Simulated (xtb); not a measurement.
xtb input (GFN2-xTB):

```bash
xtb mol.xyz --gfn 2 --sp --chrg -1 --uhf 0
```
mol.xyz:
```
10

C      1.74758132     0.10306170    -0.94485794
Ge     0.11109296     0.01195808    -0.08683121
C     -1.77762545     0.22992834    -0.69627033
F     -0.11231779    -1.57415130     0.72989759
F      0.02560764     1.17163168     1.28450051
H      1.84876310    -0.67022689    -1.70979533
H      1.93761281     1.09856944    -1.35252762
H     -1.91586340     1.22792052    -1.11730550
H     -2.00310457    -0.50885361    -1.46810525
H     -2.46172668     0.09466832     0.14351901
```

End of the output:

```
         :::::::::::::::::::::::::::::::::::::::::::::::::::::
         ::                     SUMMARY                     ::
         :::::::::::::::::::::::::::::::::::::::::::::::::::::
         :: total energy             -18.472496245200 Eh    ::
         :: gradient norm              0.035664398206 Eh/a0 ::
         :: HOMO-LUMO gap              5.455580962801 eV    ::
         ::.................................................::
         :: SCC energy               -18.580543630704 Eh    ::
         :: -> isotropic ES            0.142251012178 Eh    ::
         :: -> anisotropic ES          0.004925524065 Eh    ::
         :: -> anisotropic XC          0.002860683992 Eh    ::
         :: -> dispersion             -0.005996725862 Eh    ::
         :: repulsion energy           0.108047385504 Eh    ::
         :: add. restraining           0.000000000000 Eh    ::
         :: total charge              -1.000000000000 e     ::
         :::::::::::::::::::::::::::::::::::::::::::::::::::::

           -------------------------------------------------
          |                Property Printout                |
           -------------------------------------------------

    * Orbital Energies and Occupations

         #    Occupation            Energy/Eh            Energy/eV
      -------------------------------------------------------------
         1        2.0000           -0.5757489             -15.6669
       ...           ...                  ...                  ...
         4        2.0000           -0.3988857             -10.8542
         5        2.0000           -0.3362227              -9.1491
         6        2.0000           -0.3171723              -8.6307
         7        2.0000           -0.3137379              -8.5372
         8        2.0000           -0.2883240              -7.8457
         9        2.0000           -0.2840615              -7.7297
        10        2.0000           -0.2808032              -7.6410
        11        2.0000           -0.2733905              -7.4393
        12        2.0000           -0.2684069              -7.3037
        13        2.0000           -0.2549837              -6.9385
        14        2.0000           -0.2533323              -6.8935
        15        2.0000           -0.2142271              -5.8294
        16        2.0000           -0.1244217              -3.3857 (HOMO)
        17                          0.0760672               2.0699 (LUMO)
        18                          0.1250680               3.4033
        19                          0.1478020               4.0219
        20                          0.2890585               7.8657
        21                          0.3108749               8.4593
        22                          0.3275866               8.9141
        23                          0.3305584               8.9950
        24                          0.3667210               9.9790
        25                          0.4045476              11.0083
        26                          0.4139831              11.2651
        27                          0.4292108              11.6794
       ...                                ...                  ...
        30                          1.1945481              32.5053
      -------------------------------------------------------------
                  HL-Gap            0.2004889 Eh            5.4556 eV
             Fermi-level           -0.0241772 Eh           -0.6579 eV

     #   Z          covCN         q      C6AA      α(0)
     1   6 C        2.748    -0.280    35.701     9.784
     2  32 Ge       3.206     0.341   193.586    26.379
     3   6 C        3.655    -0.146    23.649     6.982
     4   9 F        0.712    -0.395    13.463     4.333
     5   9 F        0.712    -0.395    13.463     4.333
     6   1 H        0.925    -0.046     3.989     3.123
     7   1 H        0.925    -0.046     3.989     3.123
     8   1 H        0.924    -0.020     3.432     2.897
     9   1 H        0.924    -0.020     3.432     2.897
    10   1 H        0.924     0.006     2.961     2.691

 Mol. C6AA /au·bohr⁶  :       1681.573130
 Mol. C8AA /au·bohr⁸  :      63528.095403
 Mol. α(0) /au        :         66.541517

Wiberg/Mayer (AO) data.
largest (>0.10) Wiberg bond orders for each atom

 ---------------------------------------------------------------------------
     #   Z sym  total        # sym  WBO       # sym  WBO       # sym  WBO
 ---------------------------------------------------------------------------
     1   6 C    3.419 --     2 Ge   1.233     7 H    0.952     6 H    0.952
                             3 C    0.167
     2  32 Ge   3.925 --     1 C    1.233     4 F    0.918     5 F    0.918
                             3 C    0.747
     3   6 C    3.951 --     8 H    0.987     9 H    0.987    10 H    0.985
                             2 Ge   0.747     1 C    0.167
     4   9 F    1.040 --     2 Ge   0.918
     5   9 F    1.040 --     2 Ge   0.918
     6   1 H    0.998 --     1 C    0.952
     7   1 H    0.998 --     1 C    0.952
     8   1 H    1.000 --     3 C    0.987
     9   1 H    1.000 --     3 C    0.987
    10   1 H    1.000 --     3 C    0.985
 ---------------------------------------------------------------------------

Topologies differ in total number of bonds
Writing topology from bond orders to xtbtopo.mol

molecular dipole:
                 x           y           z       tot (Debye)
 q only:       -0.505       0.127      -0.501
   full:       -1.475       0.229      -0.765       4.262
molecular quadrupole (traceless):
                xx          xy          yy          xz          yz          zz
 q only:       -0.757      -0.468      -0.093       2.458      -0.332       0.850
  q+dip:       -2.443      -0.330       0.023       2.210      -0.624       2.421
   full:       -3.060      -0.440       0.567       3.044      -0.570       2.493

           -------------------------------------------------
          | TOTAL ENERGY              -18.472496245200 Eh   |
          | GRADIENT NORM               0.035664398206 Eh/α |
          | HOMO-LUMO GAP               5.455580962801 eV   |
           -------------------------------------------------

------------------------------------------------------------------------
Note: The following floating-point exceptions are signalling: IEEE_UNDERFLOW_FLAG IEEE_DENORMAL
normal termination of xtb
------------------------------------------------------------------------
 total:
 SCF:
```

It need not be the lowest isomer of its formula. Whether it binds its extra electron was not tested at this geometry.
